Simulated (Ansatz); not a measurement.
Name a neutral molecule of C, Si, Sn and H with LUMO energy (ωB97M-V/def2-TZVPP) between 1.40 and 1.70 eV and size of the dipole moment (PBE/def2-TZVPP) between 1.60 and 1.90 D (Ansatz, PBE0-D4/def2-TZVP geometry).

`C[SiH](C)[SnH3]` (1.68 eV, 1.68 D). Other molecules can fit too; these were computed, each in one conformer that needn't be the lowest.
